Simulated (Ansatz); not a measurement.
`[SeH]C1=NC1` + CH₃OH → `COC1=NC1` + H₂Se at 298.15 K and 1 bar (substitution at a C–Se bond).

Computed with Ansatz on PBE0-D4/def2-TZVP structures; ΔE is electronic, products minus reactants. CCSD(T)/CBS is the MP2 limit (def2-TZVPP, def2-QZVPP) plus CCSD(T) − MP2 in def2-TZVPP, frozen cores. This one scheme is used for every species. For Se outer-core shells are correlated without core-valence functions, which leaves a few kJ/mol of doubt a bond. Scalar relativity is left out up to krypton. One conformer a species, not always the lowest.

| species | CCSD(T)/CBS energy (Eh) | H − E (kJ/mol) | S (J/(mol·K)) |
| --- | --- | --- | --- |
| `[SeH]C1=NC1` | -2533.22636 | 130.9 | 300.0 |
| CH₃OH | -115.61712 | 146.3 | 238.2 |
| `COC1=NC1` | -246.94586 | 224.9 | 306.7 |
| H₂Se | -2401.89790 | 45.8 | 219.1 |

H − E and S are ideal-gas, rigid-rotor, harmonic terms from PBE0-D4/def2-TZVP, for one conformer and one mirror image of each species. 1 Eh = 2625.50 kJ/mol, R = 8.31446 J/(mol·K).

Problem. By hand: ΔE, ΔH, ΔS and ΔG.

Solution. ΔE = (-246.94586) + (-2401.89790) − (-2533.22636) − (-115.61712) = -0.00028 Eh = -0.7 kJ/mol. Δ(H − E) = 224.9 + 45.8 − 130.9 − 146.3 = -6.5, so ΔH = -7.2 kJ/mol. ΔS = 306.7 + 219.1 − 300.0 − 238.2 = -12.4 J/(mol·K). ΔG = -7.2 − 298.15 × (-12.4)/1000 = -3.5 kJ/mol.

Problem. By hand: the equilibrium constant, and the temperature at which ΔG would vanish if ΔH and ΔS stayed fixed.

Solution. log₁₀ K = −ΔG/(RT ln 10) = 0.6. ΔG = 0 at ΔH/ΔS = 581 K, though so small a ΔH makes that figure unsure.

TΔS isn't small against ΔH here. The sign of ΔG lies within the doubt. A doubt of 5 kJ/mol in ΔE shifts log₁₀ K by 0.9 here. Other conformers and mirror images would add mixing entropy, several J/(mol·K) or more a flexible species. These are equilibria of isolated gas molecules and say nothing of rates. Largest T1 diagnostic: 0.013 (customary marks: 0.02 for closed shells, 0.045 for open ones).
